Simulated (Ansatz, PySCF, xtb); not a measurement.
Energy difference R1 + R2 → P1 + P2, each structure at its B3LYP-D3(BJ)/def2-TZVP stationary point, reached from a drawn start (curvature not checked).
R1: MoO3 (SMILES [O]=[Mo](=[O])=[O]), charge 0, multiplicity 1.
R2: H2S (SMILES S), charge 0, multiplicity 1.
P1, MoO2S (SMILES [O]=[Mo](=[O])=[S]) (charge 0, multiplicity 1):
| atom | x (Å) | y (Å) | z (Å) |
|---|---|---|---|
| O | -0.6141 | 1.5443 | 0.0441 |
| Mo | 0.0212 | 0.0536 | -0.4645 |
| O | -1.1555 | -1.1590 | -0.2928 |
| S | 1.7483 | -0.4390 | 0.7132 |
P2, H2O (SMILES O) (charge 0, multiplicity 1):
```xyz
3

O      0.000     0.000     0.390
H      0.000     0.765    -0.195
H      0.000    -0.765    -0.195
```

| level | reaction energy (kcal/mol) |
|---|---|
| GFN1-xTB | 5.40 |
| GFN2-xTB | -30.99 |
| PBE/def2-TZVPP | -5.83 |
| revPBE/def2-TZVPP | -4.96 |
| revPBE-D3(BJ)/def2-TZVPP | -5.88 |
| r2SCAN-D3(BJ)/def2-TZVPP | -6.34 |
| BHLYP-D3(BJ)/def2-TZVPP | -10.06 |
| CAM-B3LYP/def2-TZVPP | -4.20 |
| CAM-B3LYP-D3(BJ)/def2-TZVPP | -4.96 |
| wB97X-V/def2-TZVPP | -2.97 |
| wB97M-V/def2-TZVPP | -5.96 |
| B2PLYP/def2-TZVPP | -6.15 |
| B2PLYP-D3(BJ)/def2-TZVPP | -7.01 |
| CCSD(T)/CBS(def2-TZVPP, def2-QZVPP) | -9.91 |

P less R. No zero-point or thermal terms; no spin–orbit coupling.

Cores are frozen in the correlated methods. CBS: X⁻³ extrapolation of the correlation energy, Hartree–Fock from the larger set.

Programs: Ansatz (Gaussian orbitals); PySCF for the D3/D4 terms; xtb for the GFN methods. Each number belongs to the level named beside it. Elements past Kr take the def2 small-core potentials, without spin–orbit coupling.

Ansatz is a first-principles code.
